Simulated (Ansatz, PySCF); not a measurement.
Species: C2H5Cl2Si, charge 0, multiplicity 2. It need not be the lowest isomer of its formula. 
Coordinates optimised at B3LYP-D3(BJ)/def2-TZVP (Ansatz, a program for electronic structure):
SMILES: [CH2][Si](C)(Cl)Cl
```xyz
10

C      1.4596    -1.4565     0.0710
Si    -0.0012    -0.3607     0.0408
C     -1.6087    -1.2585     0.2447
Cl     0.1901     1.0470     1.5463
Cl    -0.0206     0.6751    -1.7513
H      1.3757    -2.5299     0.1974
H      2.4686    -1.0772    -0.0362
H     -2.4438    -0.5582     0.2191
H     -1.6283    -1.7859     1.2003
H     -1.7408    -1.9844    -0.5599
```
Charge 0, spin multiplicity 2.

Dipole moments at this geometry, in debye (magnitudes).

```json
[
 {"level": "HF/def2-TZVPD", "program": "PySCF", "dipole (D)": "2.58"},
 {"level": "SVWN5/def2-TZVPD", "program": "Ansatz", "dipole (D)": "2.32"},
 {"level": "PBE/def2-TZVPD", "program": "Ansatz", "dipole (D)": "2.31"},
 {"level": "revPBE/def2-TZVPD", "program": "Ansatz", "dipole (D)": "2.31"},
 {"level": "r2SCAN/def2-TZVPD", "program": "Ansatz", "dipole (D)": "2.38"},
 {"level": "B97M-V/def2-TZVPD", "program": "Ansatz", "dipole (D)": "2.38"},
 {"level": "TPSSh/def2-TZVPD", "program": "PySCF", "dipole (D)": "2.37"},
 {"level": "r2SCANh/def2-TZVPD", "program": "Ansatz", "dipole (D)": "2.41"},
 {"level": "M06-2X/def2-TZVPD", "program": "PySCF", "dipole (D)": "2.47"},
 {"level": "HSE06/def2-TZVPD", "program": "Ansatz", "dipole (D)": "[?]"},
 {"level": "CAM-B3LYP/def2-TZVPD", "program": "PySCF", "dipole (D)": "2.46"},
 {"level": "LC-wPBE/def2-TZVPD", "program": "Ansatz", "dipole (D)": "2.52"},
 {"level": "wB97M-V/def2-TZVPD", "program": "Ansatz", "dipole (D)": "[?]"}
]
```

Task: Some entries are withheld; supply them.

Result: 
- HSE06/def2-TZVPD, dipole (D): 2.43
- wB97M-V/def2-TZVPD, dipole (D): 2.41
